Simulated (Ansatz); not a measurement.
Abridged output of a molecular run in Ansatz:

```
Functional definition: HF
1647 factors; integrals over basis functions are off by at most 1.3e-3 eV
mean field evaluation 1: about -5939.7276 eV, gradient 3.9e1 eV
mean field evaluation 2: about -5939.9736 eV, gradient 3.9e1 eV
mean field evaluation 4: about -5943.9441 eV, gradient 4.5e0 eV
mean field evaluation 8: about -5944.0050 eV, gradient 3.0e-1 eV
mean field -5944.00535532 eV, -218.4381678164 hartree, gradient 1.5e-6 eV, S^2 0.000000; 0 other end points of the search recorded, 0 dependent functions left out
5 core orbitals not correlated: weight in the atoms' cores, before any rotation towards them, 1.000 or more for the frozen orbitals, at most 0.000 for the correlated occupied ones
reference -5944.00535532 eV, -218.4381678164 hartree; 15, 15 occupied and 261, 261 virtual orbitals, 1647 factors
second order -23.97164863 eV of doubles, -0.00000000 eV of singles
cycle   1  -24.57351831 eV  change   -6.0e-1 eV  update   9.7e-2
cycle   2  -25.15891629 eV  change   -5.9e-1 eV  update   2.7e-2
cycle   3  -25.26670440 eV  change   -1.1e-1 eV  update   1.2e-2
cycle   4  -25.25988409 eV  change    6.8e-3 eV  update   2.7e-3
cycle   5  -25.26028319 eV  change   -4.0e-4 eV  update   1.1e-3
cycle   6  -25.26066335 eV  change   -3.8e-4 eV  update   3.4e-4
cycle   7  -25.26049071 eV  change    1.7e-4 eV  update   1.4e-4
cycle   8  -25.26047609 eV  change    1.5e-5 eV  update   5.0e-5
cycle   9  -25.26048482 eV  change   -8.7e-6 eV  update   1.8e-5
perturbative correction -0.97700515 eV, -0.0359042769 hartree
Total energy: -5970.24284528 eV, -219.4023777882 hartree
```

Its atoms:

```xyz
14

B    -0.925   -0.645    0.784
C     0.386   -0.363   -0.130
C     0.267   -0.459   -1.637
C     0.420    1.042    0.433
O    -0.499    0.864    1.576
H    -1.993   -0.409    0.282
H    -0.910   -1.490    1.643
H     1.260   -0.926    0.213
H     1.149   -0.071   -2.158
H    -0.607    0.094   -1.993
H     0.140   -1.499   -1.949
H    -0.070    1.773   -0.211
H     1.371    1.449    0.785
H     0.009    0.641    2.363
```

Task: Which basis set was used?
A. def2-SVPD
B. def2-TZVPP
C. cc-pV(D+d)Z
D. cc-pV(Q+d)Z

Result: B. It gives 281 functions.

Task: Write the keys of the input that set method, charge and spin (a neutral closed shell needs none for the last two).

Result: 
```yaml
correlation: {method: ccsd_t}
```
